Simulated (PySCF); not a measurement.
BeF, SMILES [Be][F], multiplicity 2. Geometry optimised at r2SCAN-D4/def2-TZVPD. The spin state was assumed, not searched.

Computed equilibrium geometry at r2SCAN-D4/def2-TZVPD (PySCF confirms it by a frequency run) as Cartesian coordinates in Å, and its point group:
point group C∞v.
```xyz
2

Be     0.0000     0.0000    -0.9509
F      0.0000     0.0000     0.4226
```
Charge 0, spin multiplicity 2.
